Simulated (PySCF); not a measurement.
**Diatomic cations of F with group 14**

PBE0 with triple-zeta basis sets in PySCF, for the lowest determinant that a PBE0 search found; no spin–orbit coupling. De refers to high-spin ground-configuration atoms (the charge goes to the atom of lower measured ionisation energy or higher electron affinity, which is not always the lowest computed limit). A positive dipole points towards F; it is taken about the centre of mass and depends on that origin.

```
 M               basis  charged atom  state (unpaired electrons)  Re (Å)  ωe (cm⁻¹)  De (eV)  μ (D)
 C         def2-TZVPPD            C+      singlet (closed shell)   1.153       1815     7.98  -1.01
Si         def2-TZVPPD           Si+      singlet (closed shell)   1.537       1035     6.70  -3.43
Ge  cc-pVTZ-PP/cc-pVTZ           Ge+      singlet (closed shell)   1.676        807     5.66  -2.82
Sn  cc-pVTZ-PP/cc-pVTZ           Sn+      singlet (closed shell)   1.886        690     5.03  -3.35
```

Q: By what factor does the well depth vary along the series?

A: At PBE0 it runs from 5.03 eV (SnF⁺) to 7.98 eV (CF⁺), a factor of 1.59.

The rows differ in basis set, which adds steps of its own.

Down a group the atoms grow and get heavier, so bonds lengthen and wavenumbers fall; this series shows no clear exception.

Spin–orbit coupling is left out, which matters for elements this heavy, above all for dissociation energies. For an ion De counts to the pair picked by the measured ionisation energies or electron affinities, which need not be the lowest pair at this level.
